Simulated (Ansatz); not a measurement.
Ansatz (a first-principles code) input (B3LYP-D3(BJ)/def2-TZVP):

Ansatz 0.2 input:
```yaml
crystal:
  periodic: [false, false, false]
  atoms:
    - {symbol: B, position_ang: [-0.00000000, -0.00000000, -1.79722629]}
    - {symbol: I, position_ang: [0.00000000, 0.00000000, 0.16954965]}
basis:
  gaussian:
    orbitals: def2-TZVP
hamiltonian:
  xc: b3lyp
  dispersion: d3bj
total_charge: 1
magnetization: {spin_polarized: true, initial_magnetization: 1}
phonons: {temperatures: {t_min: 298.15, t_max: 298.15, t_step: 100}}
```

Output:

```
Functional definition: B3LYP
integrals: 0.02 GiB planned
580 factors; their error is unknown
mean field: 0.24 GiB planned
mean field evaluation 1: about -8767.1147 eV, gradient 1.6e1 eV
mean field evaluation 2: about -8767.4728 eV, gradient 1.7e1 eV
mean field evaluation 4: about -8768.2798 eV, gradient 2.5e0 eV
mean field evaluation 8: about -8768.3185 eV, gradient 4.3e-2 eV
mean field evaluation 16: about -8768.5414 eV, gradient 8.0e-5 eV
mean field -8768.54143957 eV, -322.2379543733 hartree, gradient 5.6e-5 eV, S^2 0.759660; 0 other end points of the search recorded, 0 dependent functions left out
the calculation of the forces begins
reference -8768.54162813 eV, -322.2379613029 hartree; 15, 14 occupied and 66, 67 virtual orbitals, 580 factors
these checks for a lower state are left out or cut short: stability, starts, cluster_reference, orbital_swaps, neighbouring_geometries, increment
integrals: 0.02 GiB planned
580 factors; their error is unknown
mean field: 0.24 GiB planned
mean field -8768.54143957 eV, -322.2379543734 hartree, gradient 1.5e-6 eV, S^2 0.759662; 0 other end points of the search recorded, 0 dependent functions left out
the calculation of the forces begins
reference -8768.54162814 eV, -322.2379613030 hartree; 15, 14 occupied and 66, 67 virtual orbitals, 580 factors
these checks for a lower state are left out or cut short: stability, starts, cluster_reference, orbital_swaps, neighbouring_geometries, increment
integrals: 0.02 GiB planned
580 factors; their error is unknown
mean field: 0.24 GiB planned
mean field evaluation 32: about -8768.5414 eV, gradient 1.5e-6 eV
mean field -8768.54143957 eV, -322.2379543734 hartree, gradient 1.5e-6 eV, S^2 0.759662; 0 other end points of the search recorded, 0 dependent functions left out
the calculation of the forces begins
reference -8768.54162814 eV, -322.2379613030 hartree; 15, 14 occupied and 66, 67 virtual orbitals, 580 factors
these checks for a lower state are left out or cut short: stability, starts, cluster_reference, orbital_swaps, neighbouring_geometries, increment
integrals: 0.02 GiB planned
580 factors; their error is unknown
mean field: 0.24 GiB planned
mean field -8768.54143957 eV, -322.2379543734 hartree, gradient 1.5e-6 eV, S^2 0.759662; 0 other end points of the search recorded, 0 dependent functions left out
the calculation of the forces begins
reference -8768.54162814 eV, -322.2379613030 hartree; 15, 14 occupied and 66, 67 virtual orbitals, 580 factors
these checks for a lower state are left out or cut short: stability, starts, cluster_reference, orbital_swaps, neighbouring_geometries, increment
integrals: 0.02 GiB planned
580 factors; their error is unknown
mean field: 0.24 GiB planned
mean field -8768.54143957 eV, -322.2379543734 hartree, gradient 1.5e-6 eV, S^2 0.759662; 0 other end points of the search recorded, 0 dependent functions left out
the calculation of the forces begins
reference -8768.54162814 eV, -322.2379613030 hartree; 15, 14 occupied and 66, 67 virtual orbitals, 580 factors
these checks for a lower state are left out or cut short: stability, starts, cluster_reference, orbital_swaps, neighbouring_geometries, increment
integrals: 0.02 GiB planned
580 factors; their error is unknown
mean field: 0.24 GiB planned
mean field -8768.54136308 eV, -322.2379515625 hartree, gradient 1.4e-6 eV, S^2 0.759648; 0 other end points of the search recorded, 0 dependent functions left out
the calculation of the forces begins
reference -8768.54155163 eV, -322.2379584913 hartree; 15, 14 occupied and 66, 67 virtual orbitals, 580 factors
these checks for a lower state are left out or cut short: stability, starts, cluster_reference, orbital_swaps, neighbouring_geometries, increment
integrals: 0.02 GiB planned
580 factors; their error is unknown
mean field: 0.24 GiB planned
mean field evaluation 64: about -8768.5414 eV, gradient 1.6e-6 eV
mean field -8768.54137539 eV, -322.2379520148 hartree, gradient 1.6e-6 eV, S^2 0.759675; 0 other end points of the search recorded, 0 dependent functions left out
the calculation of the forces begins
reference -8768.54156398 eV, -322.2379589452 hartree; 15, 14 occupied and 66, 67 virtual orbitals, 580 factors
these checks for a lower state are left out or cut short: stability, starts, cluster_reference, orbital_swaps, neighbouring_geometries, increment
integrals: 0.02 GiB planned
580 factors; their error is unknown
mean field: 0.24 GiB planned
mean field -8768.54143957 eV, -322.2379543734 hartree, gradient 1.5e-6 eV, S^2 0.759662; 0 other end points of the search recorded, 0 dependent functions left out
the calculation of the forces begins
reference -8768.54162814 eV, -322.2379613030 hartree; 15, 14 occupied and 66, 67 virtual orbitals, 580 factors
these checks for a lower state are left out or cut short: stability, starts, cluster_reference, orbital_swaps, neighbouring_geometries, increment
integrals: 0.02 GiB planned
580 factors; their error is unknown
mean field: 0.24 GiB planned
mean field -8768.54143957 eV, -322.2379543734 hartree, gradient 1.5e-6 eV, S^2 0.759662; 0 other end points of the search recorded, 0 dependent functions left out
the calculation of the forces begins
reference -8768.54162814 eV, -322.2379613030 hartree; 15, 14 occupied and 66, 67 virtual orbitals, 580 factors
these checks for a lower state are left out or cut short: stability, starts, cluster_reference, orbital_swaps, neighbouring_geometries, increment
integrals: 0.02 GiB planned
580 factors; their error is unknown
mean field: 0.24 GiB planned
mean field -8768.54143957 eV, -322.2379543734 hartree, gradient 1.5e-6 eV, S^2 0.759662; 0 other end points of the search recorded, 0 dependent functions left out
the calculation of the forces begins
reference -8768.54162814 eV, -322.2379613030 hartree; 15, 14 occupied and 66, 67 virtual orbitals, 580 factors
these checks for a lower state are left out or cut short: stability, starts, cluster_reference, orbital_swaps, neighbouring_geometries, increment
integrals: 0.02 GiB planned
580 factors; their error is unknown
mean field: 0.24 GiB planned
mean field evaluation 96: about -8768.5414 eV, gradient 1.5e-6 eV
mean field -8768.54143957 eV, -322.2379543734 hartree, gradient 1.5e-6 eV, S^2 0.759662; 0 other end points of the search recorded, 0 dependent functions left out
the calculation of the forces begins
reference -8768.54162814 eV, -322.2379613030 hartree; 15, 14 occupied and 66, 67 virtual orbitals, 580 factors
these checks for a lower state are left out or cut short: stability, starts, cluster_reference, orbital_swaps, neighbouring_geometries, increment
integrals: 0.02 GiB planned
580 factors; their error is unknown
mean field: 0.24 GiB planned
mean field -8768.54137539 eV, -322.2379520148 hartree, gradient 1.6e-6 eV, S^2 0.759675; 0 other end points of the search recorded, 0 dependent functions left out
the calculation of the forces begins
reference -8768.54156398 eV, -322.2379589452 hartree; 15, 14 occupied and 66, 67 virtual orbitals, 580 factors
these checks for a lower state are left out or cut short: stability, starts, cluster_reference, orbital_swaps, neighbouring_geometries, increment
integrals: 0.02 GiB planned
580 factors; their error is unknown
mean field: 0.24 GiB planned
mean field -8768.54136308 eV, -322.2379515625 hartree, gradient 1.4e-6 eV, S^2 0.759648; 0 other end points of the search recorded, 0 dependent functions left out
the calculation of the forces begins
reference -8768.54155163 eV, -322.2379584913 hartree; 15, 14 occupied and 66, 67 virtual orbitals, 580 factors
Total energy: -8768.61766367 eV, -322.2407555575 hartree
Atom 0 at    -0.000000    -0.000000    -1.797226 Å, force    -0.000000     0.000000    -0.000606 eV/Å
Atom 1 at     0.000000     0.000000     0.169550 Å, force     0.000000    -0.000000     0.000606 eV/Å
Dipole moment:     0.000000    -0.000000    -0.582976 e Å
Vibrations: 783.83 cm⁻¹, zero-point energy 0.048591 eV
```
